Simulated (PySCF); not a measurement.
Harmonic spectrum computed at PBE0 in the def2-SVP basis family (core potentials from Rb on, PySCF, no spin–orbit coupling):

| ω (cm⁻¹) | IR (km/mol, summed over degenerate members) | degeneracy |
| --- | --- | --- |
| 97 | 5.5 | 2 |
| 115 | 6.9 | 1 |
| 342 | 10.2 | 1 |
| 371 | 122 | 2 |

Which molecule gave it? In each, all ligands are bound to the one heavy central atom.
A. SnCl₃ (doublet)
B. InCl₃ (singlet)
C. RhCl₃ (triplet)
D. SbCl₃ (singlet)
E. PbCl₃ (doublet)

A. It has C3v symmetry with Sn–Cl 2.362 Å (×3).
